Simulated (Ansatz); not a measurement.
Born–Oppenheimer molecular dynamics of C2H8ClGa (12 atoms, charge 0, multiplicity 1). It starts at the highest image of a converged band, a first-order saddle point between two minima.

Computed with RKS BHLYP-D4/def2-SVP in Ansatz 0.2.0.

```yaml
ensemble: NVE (velocity Verlet)
time_step: 0.5 fs
steps_asked: 200
starting_velocities_drawn_for: 300 K
seed: 3057
```

First frame:

```xyz
12
Properties=species:S:1:pos:R:3
Ga 0.185 0.006 0.102
H 1.389 -0.521 1.187
C 0.594 -0.534 -1.734
C -0.914 1.418 0.893
H 0.674 -1.374 1.405
Cl -0.575 -2.180 1.293
H 1.300 0.168 -2.188
H -0.312 -0.546 -2.344
H 1.040 -1.530 -1.751
H -1.078 1.228 1.955
H -0.419 2.389 0.787
H -1.885 1.476 0.394
```

Question: How far do the bonds stretch over the last three quarters of this one trajectory? (Pairs bonded in most of those frames.)

Answer: 
```tsv
bond	mean (Å)	spread (Å)	shortest	longest
Ga1–C3	1.963	0.019	1.93	2.00
Ga1–C4	1.959	0.014	1.94	1.98
Ga1–Cl6	2.228	0.194	1.94	2.53
H2–H5	0.755	0.017	0.73	0.78
C3–H7	1.095	0.010	1.08	1.12
C3–H8	1.101	0.035	1.05	1.16
C3–H9	1.092	0.018	1.06	1.13
C4–H10	1.094	0.015	1.07	1.12
C4–H11	1.094	0.021	1.06	1.13
C4–H12	1.098	0.010	1.07	1.12
```

Mean temperature of the second half: 933 K. The conserved energy stayed within 0.2 meV per atom of its start (net change 0.13 meV per atom), so the integration is sound. The kinetic energy rose, since the run started high on the potential surface and went downhill. It ends in pieces (C2H6ClGa + H2), so much of that is their flight and rotation, not heat. A run of 0.1 ps of so small a system gives no equilibrium averages. The orbitals stay closed-shell, which can raise the energy where a bond breaks towards radicals; this wasn't checked here.

Time of the run: 9 min on 2 threads of Intel(R) Xeon(R) Platinum 8488C (Sapphire Rapids), with other jobs on the host, peak memory 0.31 GiB.
